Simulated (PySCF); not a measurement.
CNO, charge -1, multiplicity 1.

```xyz
3

N      0.0000     0.0000    -1.2579
C      0.0000     0.0000    -0.0718
O      0.0000     0.0000     1.1545
```
Charge -1, spin multiplicity 1.

The structure is a stationary point at B3LYP-D3(BJ)/def2-TZVPD. The multiplicity is an assumed one; other spin states were not compared. The isomer is the one that the SMILES or the coordinates give; other isomers of the formula were not compared.

The numbers are results of B3LYP/pcSseg-2 in PySCF, not measurements. Non-relativistic, no solvent.

Give the absolute GIAO shielding of each atom: isotropic value and principal components (ppm). (Estimate from the structure and the level; the computed values follow.)


```csv
atom,σ(iso),σ11,σ22,σ33,span
N1,168.8,79.6,79.6,347.0,267.4
C2,44.8,-77.2,-77.2,288.8,366.0
O3,283.5,216.3,216.3,418.0,201.8
```
